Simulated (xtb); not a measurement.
I3Ti (SMILES [I][Ti]([I])[I]), doublet, from a rough starting geometry (GFN-xTB shapes and energies of metal compounds can be far from the true ones) (the multiplicity is a formal guess); GFN2-xTB in xtb 6.7.1.

Here is a job for xtb.
```
$ xtb mol.xyz --gfn 2 --uhf 1 --opt vtight --json

# file mol.xyz
4

Ti    -0.24028663     0.23975307     0.47727786
I     -1.94543833    -1.62805995    -0.33254680
I      0.01579504     2.10002252    -1.37799264
I      2.05775471    -0.81828469     1.19116829
```

What the program printed (banner, timings and long lists left out):

```
   ID    Z sym.   atoms
    1   22 Ti     1
    2   53 I      2-4

           -------------------------------------------------
          |                Calculation Setup                |
           -------------------------------------------------

           -------------------------------------------------
          |                 G F N 2 - x T B                 |
           -------------------------------------------------

          ...................................................
          :                      SETUP                      :
          :.................................................:
          :  # basis functions                  40          :
          :  # atomic orbitals                  36          :
          :  # shells                           12          :
          :  # electrons                        25          :
          :  max. iterations                   250          :
          :  Hamiltonian                  GFN2-xTB          :
          :  restarted?                      false          :
          :  GBSA solvation                  false          :
          :  PC potential                    false          :
          :  electronic temp.          300.0000000     K    :
          :  accuracy                    1.0000000          :
          :  -> integral cutoff          0.2500000E+02      :
          :  -> integral neglect         0.1000000E-07      :
          :  -> SCF convergence          0.1000000E-05 Eh   :
          :  -> wf. convergence          0.1000000E-03 e    :
          :  Broyden damping             0.4000000          :
          :  net charge                          0          :
          :  unpaired electrons                  1          :
          ...................................................

 iter      E             dE          RMSdq      gap      omega  full diag
   1    -12.7889129 -0.127889E+02  0.166E+01    0.21       0.0  T
   2    -13.0857118 -0.296799E+00  0.915E+00    0.19       1.0  T
   3    -13.2066580 -0.120946E+00  0.583E+00    0.19       1.0  T
   4    -13.2070658 -0.407805E-03  0.304E+00    0.19       1.0  T
   5    -13.2148662 -0.780043E-02  0.155E+00    0.19       1.0  T
   6    -13.2174249 -0.255871E-02  0.443E-01    0.19       1.0  T
   7    -13.2175200 -0.950837E-04  0.233E-01    0.19       1.0  T
   8    -13.2175684 -0.484235E-04  0.758E-02    0.19       1.0  T
   9    -13.2175730 -0.454120E-05  0.324E-02    0.19       1.5  T
  10    -13.2175740 -0.104631E-05  0.117E-02    0.19       4.3  T
  11    -13.2175741 -0.130462E-06  0.211E-03    0.19      23.6  T
  12    -13.2175741 -0.105033E-08  0.163E-03    0.19      30.6  T
  13    -13.2175741 -0.628603E-09  0.191E-03    0.19      26.1  T
  14    -13.2175741 -0.108580E-08  0.249E-04    0.19     200.8  T
  15    -13.2175741 -0.984102E-11  0.311E-04    0.19     160.8  T

   *** convergence criteria satisfied after 15 iterations ***

         :::::::::::::::::::::::::::::::::::::::::::::::::::::
         ::                     SUMMARY                     ::
         :::::::::::::::::::::::::::::::::::::::::::::::::::::
         :: total energy             -13.185457961316 Eh    ::
         :: gradient norm              0.006874080164 Eh/a0 ::
         :: HOMO-LUMO gap              0.187048738595 eV    ::
         ::.................................................::
         :: SCC energy               -13.217571912620 Eh    ::
         :: -> isotropic ES            0.021101628307 Eh    ::
         :: -> anisotropic ES          0.006383405089 Eh    ::
         :: -> anisotropic XC         -0.015425105773 Eh    ::
         :: -> dispersion             -0.005653988455 Eh    ::
         :: repulsion energy           0.032113951304 Eh    ::
         :: add. restraining           0.000000000000 Eh    ::
         :: total charge              -0.000000000000 e     ::
         :::::::::::::::::::::::::::::::::::::::::::::::::::::

[...]
 * total energy  :   -13.1854580 Eh     change       -0.4209610E-10 Eh
 * total energy  :   -13.1824055 Eh     change        0.3052500E-02 Eh
 * total energy  :   -13.1855400 Eh     change       -0.3134562E-02 Eh
 * total energy  :   -13.1839330 Eh     change        0.1606977E-02 Eh
 * total energy  :   -13.1855554 Eh     change       -0.1622385E-02 Eh
 * total energy  :   -13.1848313 Eh     change        0.7240931E-03 Eh
 * total energy  :   -13.1855927 Eh     change       -0.7613555E-03 Eh
 * total energy  :   -13.1855928 Eh     change       -0.1478440E-06 Eh
 * total energy  :   -13.1855929 Eh     change       -0.1584281E-07 Eh
   *** GEOMETRY OPTIMIZATION CONVERGED AFTER 9 ITERATIONS ***
         :: total energy             -13.185592856985 Eh    ::
[...]
         1        2.0000           -0.7925992             -21.5677
         2        2.0000           -0.7925985             -21.5677
         3        2.0000           -0.7869151             -21.4131
         4        2.0000           -0.5711670             -15.5422
         5        2.0000           -0.4850879             -13.1999
         6        2.0000           -0.4727579             -12.8644
         7        2.0000           -0.4727577             -12.8644
         8        2.0000           -0.4505372             -12.2597
         9        2.0000           -0.4505371             -12.2597
        10        2.0000           -0.4487248             -12.2104
        11        2.0000           -0.4487243             -12.2104
        12        2.0000           -0.4467502             -12.1567
        13        0.9719           -0.3728988             -10.1471 (HOMO)
        14        0.0141           -0.3654969              -9.9457 (LUMO)
        15        0.0141           -0.3654966              -9.9457
        16                         -0.3522386              -9.5849
        17                         -0.3522380              -9.5849
        18                         -0.2002081              -5.4479
        19                         -0.0216468              -0.5890
        20                         -0.0094917              -0.2583
        21                         -0.0094915              -0.2583
        22                         -0.0030673              -0.0835
        23                         -0.0007689              -0.0209
        24                         -0.0007682              -0.0209
       ...                                ...                  ...
        36                          1.7014067              46.2976
      -------------------------------------------------------------
                  HL-Gap            0.0074019 Eh            0.2014 eV
             Fermi-level           -0.3896792 Eh          -10.6037 eV

     #   Z          covCN         q      C6AA      α(0)
     1  22 Ti       2.452     0.590   192.589    33.990
     2  53 I        0.828    -0.197   386.357    33.932
     3  53 I        0.828    -0.197   386.357    33.932
     4  53 I        0.828    -0.197   386.357    33.932

 Mol. C6AA /au·bohr⁶  :       5241.691522
 Mol. C8AA /au·bohr⁸  :     506293.422190
 Mol. α(0) /au        :        135.787360

Wiberg/Mayer (AO) data.
largest (>0.10) Wiberg bond orders for each atom

 ---------------------------------------------------------------------------
     #   Z sym  total        # sym  WBO       # sym  WBO       # sym  WBO
 ---------------------------------------------------------------------------
     1  22 Ti   3.429 --     2 I    1.143     4 I    1.143     3 I    1.143
     2  53 I    1.293 --     1 Ti   1.143
     3  53 I    1.293 --     1 Ti   1.143
     4  53 I    1.293 --     1 Ti   1.143
 ---------------------------------------------------------------------------

Topologies differ in total number of bonds
Writing topology from bond orders to xtbtopo.mol

molecular dipole:
                 x           y           z       tot (Debye)
 q only:       -0.335       0.369       0.687
   full:       -0.907       0.999       1.857       5.834
molecular quadrupole (traceless):
                xx          xy          yy          xz          yz          zz
 q only:       -1.879      -1.891      -1.621      -3.553       3.803       3.500
  q+dip:       -5.337      -5.363      -4.590     -10.068      10.793       9.927
   full:       -5.512      -5.532      -4.732     -10.383      11.141      10.244

optimized geometry written to: xtbopt.xyz

           -------------------------------------------------
          | TOTAL ENERGY              -13.185592856985 Eh   |
          | GRADIENT NORM               0.000002861489 Eh/α |
          | HOMO-LUMO GAP               0.201415221025 eV   |
           -------------------------------------------------

normal termination of xtb
```
